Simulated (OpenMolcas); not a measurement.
# Ni⁷⁺: Racah parameters, worked from levels

```
Program             : OpenMolcas 26.06
Basis               : ANO-RCC-VQZP [7s6p4d3f2g1h]
Scalar Hamiltonian  : DKH2, point nucleus
Active space        : 3 electrons in 10 orbitals (3d 4d)
State averaging     : 2S+1 = 4 even, 10 roots; 2S+1 = 2 even, 40 roots
Spin-orbit coupling : state interaction with AMFI integrals over the reference wave functions, term energies averaged over their components
```

Methods: CASSCF; MS-CASPT2, IPEA 0.25 Eh, imaginary shift 0.1 Eh (closed shells correlated: 3s 3p).

**Racah parameters.** Above 4F, d3 has 4P at 15B, 2G at 4B + 3C and 2H at 9B + 3C. The first two fix B and C, and the third tests them; where it misses by thousands of cm-1, two parameters do not describe the configuration (Trees and configuration-interaction terms are left out) and B and C hang on the terms chosen. Term energies are centres of gravity, weighted by 2J + 1.

| Source | 4P | 2G | B | C | C/B | 2H from B, C | 2H found |
| --- | --- | --- | --- | --- | --- | --- | --- |
| CASSCF | 26692 | 27489 | 1779 | 6790 | 3.82 | 36381 | 36672 |
| MS-CASPT2 | 22458 | 24506 | 1497 | 6172 | 4.12 | 31989 | 34740 |

Energies in cm-1. From CASSCF to MS-CASPT2, B changes by -15.9 % and C by -9.1 %.

CASPT2 breaks the degeneracy within a term, and the mean is taken; among the terms shown or strongly mixed into the levels shown the widest spread is 720 cm-1 (3d3 4F, MS-CASPT2). Active for correlation alone: 4d; no level in the range computed is led by a configuration that fills it, so any true level of that kind is missing. Without dynamic correlation excited terms often stand tens of per cent too high (terms of higher spin than the ground term too low), and those without a measured partner can miss by more than the paired ones (holds for CASSCF). Levels of configurations outside the active space are missing.
